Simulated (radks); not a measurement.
Values are calculated unless marked as measured or tabulated.
Zn3+, configuration [Ar] 3d9 (the NIST ground configuration). Level of theory: Dirac Kohn-Sham, exchange-only B88, spin-unpolarised, spherical densities, finite nucleus; open shells fill j = l - 1/2 first; Fermi nuclear charge, rms radius 3.9283 fm (a radial shooting solver on a logarithmic mesh with Libxc functionals).

Normalised radial functions P(r) = r R(r) (large component), r in bohr:

r,2p1/2,3p1/2
0.00189,0.0049,0.0019
0.002709,0.0088,0.0034
0.003883,0.0159,0.0061
0.005521,0.0290,0.0111
0.007914,0.0538,0.0207
0.01134,0.1000,0.0384
0.01626,0.1839,0.0705
0.0233,0.3306,0.1264
0.03314,0.5659,0.2154
0.0475,0.9280,0.3494
0.06808,1.4037,0.5162
0.09758,1.8949,0.6584
0.1399,2.1841,0.6512
0.1989,2.0339,0.3515
0.285,1.4105,-0.2841
0.4086,0.6542,-0.9852
0.5856,0.1759,-1.2896
0.8394,0.0225,-1.0218
1.203,0.0010,-0.5118
1.711,0.0000,-0.1563
2.452,0.0000,-0.0233

2p1/2: eigenvalue -1061.5 eV, 0 radial nodes, <r> = 0.196 bohr, 90 % of the charge inside 0.321 bohr. 3p1/2: eigenvalue -125.75 eV, 1 radial node at r = 0.247 bohr, <r> = 0.700 bohr, 90 % of the charge inside 1.08 bohr.
